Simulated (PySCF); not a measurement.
All values below come from PBE0-D3(BJ)/def2-TZVP // PBE0-D3(BJ)/def2-SVP (PySCF). Gas-phase values, no solvent. 

Reference species (SMILES): `[SiH3]c1cc2cccccc-2c1` (neutral, multiplicity 1).

- dipole moment: 2.31 D
- LUMO: -2.35 eV

Changed species: `[SiH3]c1ccccc2cccc1-2`.

Task: Give the shifts of the dipole moment and LUMO.

Result: the dipole moment decreases by 0.98 D, to 1.33 D; the LUMO is nearly the same.
